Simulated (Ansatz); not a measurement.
Consider the ligand exchange at the Si–O bond: `OC(=[Se])O[SiH3]` + `OB(S)Cl` → `[SiH3]OB(S)Cl` + `OC(O)=[Se]`.

Isolated molecules relaxed with PBE0-D4/def2-TZVP in Ansatz; ΔE leaves out vibrations. CBS: MP2 limit from def2 TZ/QZ plus the TZ coupled-cluster correction, frozen cores. Functionals use def2-TZVPP. For Se outer-core shells are correlated without core-valence functions, which leaves a few kJ/mol of doubt a bond. Scalar relativity is left out up to krypton. Each species was taken in one conformer, which may not be the lowest.

`OC(=[Se])O[SiH3]`:

Z-matrix (Å, degrees):
```
Si
O 1 1.704
H 1 1.480 2 100.7
H 1 1.476 2 110.1 3 -117.3
H 1 1.476 2 110.1 3 117.3
C 2 1.302 1 121.5 3 180.0
Se 6 1.800 2 125.2 1 0.0
O 6 1.318 2 110.7 1 -180.0
H 8 0.967 6 107.1 2 180.0
```

`OB(S)Cl`:

Cartesian coordinates in Å:
```
O -0.382 -1.073 0.127
B 0.116 0.173 0.261
S 0.266 1.282 -1.148
Cl 0.646 0.774 1.840
H -0.409 -1.562 0.955
H -0.236 0.407 -2.036
```

`[SiH3]OB(S)Cl`:

```xyz
9

Si    0.352    0.058   -1.612
O     0.528    0.574   -0.050
B     0.041    0.289    1.166
S    -1.167   -1.042    1.404
Cl    0.608    1.244    2.539
H    -0.342    1.124   -2.371
H     1.709   -0.169   -2.158
H    -0.438   -1.198   -1.648
H    -1.291   -0.879    2.729
```

`OC(O)=[Se]`:

Z-matrix (Å, degrees):
```
C
O 1 1.314
Se 1 1.796 2 125.3
O 1 1.314 2 109.5 3 -180.0
H 2 0.966 1 107.1 3 -0.0
H 4 0.966 1 107.1 2 180.0
```

```tsv
species	r2SCAN energy (Eh)
`OC(=[Se])O[SiH3]`	-2882.00057
`OB(S)Cl`	-959.75956
`[SiH3]OB(S)Cl`	-1250.46510
`OC(O)=[Se]`	-2591.29547
```

Work out ΔE.

ΔE = (-1250.46510) + (-2591.29547) − (-2882.00057) − (-959.75956) = -0.00044 Eh = -0.3 kcal/mol. CCSD(T)/CBS gives +0.2 kcal/mol.

Largest T1 diagnostic among the species: 0.016.

In def2-TZVPP, CCSD(T) changes the Hartree–Fock value by +2.7 kcal/mol (the triples alone add +0.4 kcal/mol) and MP2 by +3.0 kcal/mol.
